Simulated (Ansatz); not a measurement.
Basis-set series for `FC(Cl)(Br)Br`. The species carries charge 0 and has multiplicity 1. All single points use the PBE0-D4/def2-TZVP geometry.

```tsv
functional	basis	functions	energy (Eh)	HOMO (eV)	LUMO (eV)
PBE0-D4	def2-TZVPP	200	-5745.63350	-8.45	-1.96
PBE0-D4	def2-QZVPP	362	-5745.75909	-8.47	-2.04
ωB97M-V	def2-TZVPP	200	-5746.17140	-10.67	0.20
ωB97M-V	def2-QZVPP	362	-5746.29219	-10.69	0.06
```

Give the rows for def2-SVP. (Estimate.)

The calculation gave: 
```tsv
functional	basis	functions	energy (Eh)	HOMO (eV)	LUMO (eV)
PBE0-D4	def2-SVP	110	-5744.68115	-8.34	-1.71
ωB97M-V	def2-SVP	110	-5745.22130	-10.53	0.55
```

Positive LUMOs are unbound and depend on the basis. Scalar relativity is left out up to krypton.

Program: Ansatz 0.2.0.
